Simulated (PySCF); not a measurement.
**[InH4]-, singlet: molecular constants**

All numbers come from PySCF, PBE0, basis In def2-TZVPD with ECP28, H def2-TZVPD (scalar-relativistic core potentials, no spin–orbit coupling, density fitting).

The structure is a saddle point with 1 imaginary mode.

```
Point group                                                                   : D4h
Bond lengths                                                                  : In–H 1.882 Å (×4)
Bond angles                                                                   : H–In–H 90.0° (×4), H–In–H 180.0° (×2)
Principal quadrupole moments (Buckingham, traceless) about the centre of mass : -9.67, -9.67, 19.34 D Å
Lowest empty level                                                            : 2.70 eV
Principal polarisabilities                                                    : 52.3, 91.7, 91.7 bohr³
Highest occupied level                                                        : 0.02 eV
Dipole moment about the centre of mass                                        : 0.00 D
Zero-point energy (real modes)                                                : 47.1 kJ/mol
Rotational constants                                                          : 2.36, 2.36, 1.18 cm⁻¹
```

Harmonic modes (masses in u: In 114.904, H 1.008):
```
symmetry  ω (cm⁻¹)  IR (km/mol, summed over degenerate members)  μ (u)
     b2u     1157i                                            –   1.01
     a2u       615                                          502   1.04
      eu       708                                         1802   1.03
     b1g       853                                          0.0   1.01
     b2g       925                                          0.0   1.01
      eu      1298                                         2357   1.02
     a1g      1476                                          0.0   1.01
```

In D4h the vibrations span b2u + a2u + 2eu + b1g + b2g + a1g. The a1g, b1g, b2g, b2u modes carry no infrared intensity, as symmetry demands. With a centre of inversion only u modes can be infrared active and only g modes Raman active.

Charges (e); Mulliken and Löwdin values are unreliable with diffuse functions:
```json
{"atom": "In1", "Mulliken": "-0.39", "Löwdin": "-0.12", "polar tensor": "1.35", "Mayer order to In1": "–"}
{"atom": "H2,3,4,5", "Mulliken": "-0.15", "Löwdin": "-0.22", "polar tensor": "-0.59", "Mayer order to In1": "0.89"}
```

Mulliken populations on In1 (electrons outside its core potential): s 3.30, p 7.57, d 10.50, f 0.02.

The highest occupied level lies above zero, a sign of self-interaction error or too small a basis; response properties are unreliable. Other isomers or separated fragments may lie lower. The lowest empty level of this anion is unbound, so it and the gap depend on the basis. At this level a singlet minimum of Td symmetry lies 223 kJ/mol below this structure.

The final relaxation and frequency run took about 30 core-seconds on a shared host.
